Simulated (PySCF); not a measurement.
C5H7NOS.
Numbering: `[CH3:1][S:2]/[CH:3]=[CH:4]/[O:5][CH2:6][C:7]#[N:8]` (hydrogens: H9, H10, H11 on C1; H12 on C3; H13 on C4; H14, H15 on C6)

Cartesian coordinates in Å at the GFN2-xTB level; atoms count from 1:
```xyz
15
C5H7NOS angstrom
C     -3.1418    0.3682   -0.3885
S     -2.2059   -1.0333    0.2994
C     -0.5704   -0.4332    0.0352
C      0.4362   -1.2722   -0.1835
O      1.7539   -0.9837   -0.3304
C      2.1313    0.3733   -0.2341
C      3.5747    0.4719   -0.3267
N      4.7097    0.5672   -0.3962
H     -4.1923    0.1321   -0.2585
H     -2.9126    0.4756   -1.4445
H     -2.8953    1.2754    0.1555
H     -0.4733    0.6375    0.1155
H      0.2794   -2.3386   -0.2500
H      1.6879    0.9658   -1.0510
H      1.8140    0.8021    0.7303
```

Computed, not measured: TDDFT PBE0/def2-SVPD, vertical, gas phase, core orbitals frozen in the response in PySCF.

Transition dipole moments from the ground state, in atomic units and in the frame of the coordinates above (overall signs are arbitrary), for the states with f of 0.002 or more among the lowest 6:

```
state  E (eV)      μx      μy      μz
   S1   4.966   0.546  -0.023  -0.158
   S2   5.186  -0.422   0.018  -0.051
   S3   5.402   0.562  -0.048  -0.097
   S4   5.484  -0.911   0.079   0.050
   S5   6.018   0.330   0.263  -0.022
   S6   6.046   0.022   0.165   0.297
```

Question: What oscillator strength does each state have?

Answer: f = (2/3) ΔE |μ|² with ΔE in hartree (27.2114 eV).

```json
{"state": "S1", "|μ|² (au)": "0.324", "|μ| (D)": "1.45", "f": "0.039"}
{"state": "S2", "|μ|² (au)": "0.181", "|μ| (D)": "1.08", "f": "0.023"}
{"state": "S3", "|μ|² (au)": "0.327", "|μ| (D)": "1.45", "f": "0.043"}
{"state": "S4", "|μ|² (au)": "0.838", "|μ| (D)": "2.33", "f": "0.113"}
{"state": "S5", "|μ|² (au)": "0.178", "|μ| (D)": "1.07", "f": "0.026"}
{"state": "S6", "|μ|² (au)": "0.116", "|μ| (D)": "0.87", "f": "0.017"}
```

Question: Which bond between heavy atoms lies closest to the direction of the S4 transition dipole?

Answer: C6–C7 and C7–N8, at 9° from it; next C4–O5 at 18°.

Question: What angle do the transition dipoles of S4 and S5 make?

Answer: |cos θ| = |μa·μb| / (|μa| |μb|) = 0.73, so θ ≈ 44° (taken between 0 and 90°, since the signs are arbitrary).

Question: What peak molar absorption coefficient would the strongest computed level give as a lone Gaussian band 0.3 eV wide at half height?

Answer: ε(max) = 2.175×10⁸ f / FWHM, with the width in cm⁻¹. S4: 2.175×10⁸ × 0.1126 / 2420 ≈ 10000 L mol⁻¹ cm⁻¹.

The run took 34 s of wall time on Intel Xeon Platinum 8488C, one thread, shared host with 192 logical CPUs at a one-minute load of 29, and the process peaked at 0.92 GiB of memory.

One conformer stands for the species.
